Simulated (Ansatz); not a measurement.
`[CH3][Al]([F])[SH]` → `[CH3][Al][SH]`• + F•  (homolysis of the Al–F bond)

Isolated molecules relaxed with PBE0-D4/def2-TZVP in Ansatz; ΔE leaves out vibrations. CCSD(T)/CBS adds triple-zeta CCSD(T) − MP2 to the extrapolated MP2 energy (def2 sets, frozen cores). This one scheme is used for every species, atoms too. Functionals use def2-TZVPP. B3LYP here is the variant with VWN-RPA as its local correlation; programs differ in this. HSE06 is defined as in plane-wave codes. Open shells (•) are unrestricted, without spin–orbit coupling. Spin–orbit coupling would lower the free atoms: a little for F. One conformer a species, not always the lowest.

`[CH3][Al]([F])[SH]`:

```xyz
8

C    -0.497    1.050   -0.089
Al   -0.087   -0.820   -0.366
F    -0.945   -1.701   -1.465
S     1.464   -1.946    0.665
H     0.126    1.506    0.682
H    -0.356    1.613   -1.017
H    -1.544    1.173    0.202
H     1.840   -0.876    1.387
```

`[CH3][Al][SH]`•:

```xyz
7

C    -0.420   -0.374   -1.099
Al   -0.309   -0.360    0.863
S     1.159    1.054    1.705
H    -0.937   -1.252   -1.489
H     0.586   -0.337   -1.528
H    -0.961    0.517   -1.436
H     0.883    0.751    2.984
```

| level | ΔE (kJ/mol) | difference from CCSD(T)/CBS |
| --- | --- | --- |
| LDA (SPW92) | 736.6 | 62.1 |
| PBE-D4 | 655.3 | -19.2 |
| revPBE-D4 | 631.2 | -43.3 |
| BLYP-D4 | 653.4 | -21.1 |
| r2SCAN-D4 | 650.2 | -24.3 |
| B97M-V | 660.3 | -14.2 |
| PBE0-D4 | 638.0 | -36.5 |
| B3LYP-D4 | 649.3 | -25.2 |
| r2SCANh-D4 | 642.9 | -31.6 |
| r2SCAN0-D4 | 632.4 | -42.1 |
| HSE06-D4 | 638.1 | -36.4 |
| BHLYP-D4 | 627.1 | -47.4 |
| CAM-B3LYP-D4 | 663.8 | -10.7 |
| ωB97X-V | 664.0 | -10.5 |
| B2PLYP | 657.9 | -16.6 |
| PBE-QIDH | 648.7 | -25.8 |
| PBE | 654.2 | -20.3 |
| revPBE | 628.5 | -46.0 |
| BLYP | 651.3 | -23.2 |
| r2SCAN | 649.7 | -24.8 |
| PBE0 | 636.9 | -37.6 |
| B3LYP | 647.7 | -26.8 |
| r2SCAN0 | 631.8 | -42.7 |
| HSE06 | 637.0 | -37.5 |
| BHLYP | 626.2 | -48.3 |
| CAM-B3LYP | 662.7 | -11.8 |
| LC-ωPBE | 657.9 | -16.6 |
| RPA@PBE/def2-TZVPP | 604.4 | -70.1 |
| HF/def2-SVP | 494.7 | -179.8 |
| CCSD/def2-SVP | 623.9 | -50.6 |
| CCSD(T)/def2-SVP | 626.7 | -47.8 |
| HF/def2-TZVPP | 500.6 | -173.9 |
| SCS-MP2/def2-TZVPP | 670.7 | -3.8 |
| CCSD/def2-TZVPP | 645.1 | -29.4 |
| CCSD(T)/def2-TZVPP | 653.5 | -21.0 |
| HF/def2-QZVPP | 503.8 | -170.7 |
| MP2/def2-QZVPP | 698.2 | 23.7 |
| SCS-MP2/def2-QZVPP | 684.7 | 10.2 |
| MP2/CBS(def2) | 706.1 | 31.6 |
| CCSD/CBS(def2) | 666.1 | -8.4 |
| CCSD(T)/CBS | 674.5 | 0 |

Largest T1 diagnostic among the species: 0.014.

From PBE to PBE0 (25 % exact exchange), in def2-TZVPP and without D4, ΔE moves by −17.2 kJ/mol: exact exchange takes away binding that semilocal exchange gives to molecules. In def2-TZVPP, CCSD(T) changes the Hartree–Fock value by +152.9 kJ/mol (the triples alone add +8.4 kJ/mol) and MP2 by +184.4 kJ/mol; breaking electron pairs costs correlation energy, which Hartree–Fock lacks. Leaving LDA and LC-ωPBE aside and taking each functional with its dispersion term where it has one, the values, not all of them listed here, spread over 41.9 kJ/mol, from BHLYP-D4 to ωB97M-V. LDA lies +82.4 kJ/mol from PBE without D4, its usual overbinding.

CCSD(T)/CBS has its own doubt, a few kJ/mol and more with outer-core shells, so smaller differences from it don't rank the levels.
